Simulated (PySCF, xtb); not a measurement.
B(Me)(OH)(NH2) (CH₆BNO), SMILES CB(N)O.

Geometry: PBE0-D3(BJ)/def2-SVP. One conformer was computed; it need not be the lowest.

Computed with PySCF 2.14.0 with C-PCM-M06-2X/def2-SVP.

The values are the electrostatic part of the solvation free energy, E(continuum) − E(gas) at the gas-phase geometry, in a cavity of scaled van der Waals radii (PySCF's table); cavitation and dispersion terms are not included. In vacuum the orbital gap is 11.08 eV. The dipole moment in vacuum is 0.83 D.

Q: Estimate the values in water (ε = 78.36), ethanol (ε = 24.85), N,N-dimethylformamide (ε = 37.22). (An estimate is asked for; the answer gives what the named calculation found.)

A: 
| solvent | ε | ΔG(elec) (kcal/mol) | dipole (D) | gap (eV) |
|---|---|---|---|---|
| water | 78.36 | -5.7 | 1.00 | 11.32 |
| ethanol | 24.85 | -5.5 | 1.00 | 11.31 |
| N,N-dimethylformamide | 37.22 | -5.6 | 1.00 | 11.32 |

For comparison, GFN2-xTB/ALPB(water) (xtb, at the GFN2-xTB geometry, all terms of that model) gives -5.8 kcal/mol.
